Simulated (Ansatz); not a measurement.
CH8Si2, SMILES `C[SiH2][SiH3]` (charge 0, multiplicity 1).

Z-matrix (Å, degrees):
```
Si
H 1 1.4906
H 1 1.4906 2 107.47
C 1 1.8768 2 110.17 3 -120.04
H 4 1.0921 1 110.70 2 179.25
H 4 1.0921 5 108.14 1 -121.42
H 4 1.0922 5 108.23 6 -117.03
Si 1 2.3402 2 108.93 3 117.88
H 8 1.4882 1 111.60 2 -58.47
H 8 1.4896 9 108.37 1 121.56
H 8 1.4896 9 108.37 10 116.88
```
Charge 0, multiplicity 1.

Frozen-core energies in 6-31g from Ansatz (a quantum-chemistry and plane-wave program) at a geometry from PBE0-D3(BJ)/def2-TZVP; the HF reference has <S^2> = 0.00 and the T1 diagnostic is 0.008.

```csv
level,energy (Ha)
HF,-620.24792
MP2,-620.45169
CCSD,-620.50112
```

**Question.** Estimate the energies of CCSD(T), CCSDT, CCSDT(Q) and CCSDTQ, and give each level's difference from CCSDTQ.

**Answer.** 
| level | energy (Ha) | difference from CCSDTQ (mHa) |
|---|---|---|
| MP2 | -620.45169 | 55.02 |
| CCSD | -620.50112 | 5.59 |
| CCSD(T) | -620.50565 | 1.06 |
| CCSDT | -620.50647 | 0.23 |
| CCSDT(Q) | -620.50669 | 0.01 |
| CCSDTQ | -620.50670 | 0.00 |
